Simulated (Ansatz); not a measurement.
```xyz
6

C     0.0000    0.0244   -0.7597
C     0.0000   -0.0244    0.7597
O     0.0000    1.0643   -1.3573
O     0.0000   -1.0643    1.3573
H     0.0000   -0.9801   -1.2524
H     0.0000    0.9801    1.2524
```

Basis set: 6-31G* (spherical functions). Correlated methods keep 4 orbitals frozen. Charge 0, multiplicity 1.

Computed with Ansatz (development build ahead of 0.2.0); each method stands on the lowest determinant of its kind that the runs found. Restricted open shells among the atoms or ions are ROHF, correlated in semicanonical orbitals with singles.

The atomization energy at this shape (free ground-state atoms in the same class of orbitals less the molecule, no zero-point energy) of singlet C2H2O2:

```tsv
method	atomization energy
RHF	18.56 eV
```

(1) What does RHF-MP2 give?

## Answers

(1) 26.21 eV.
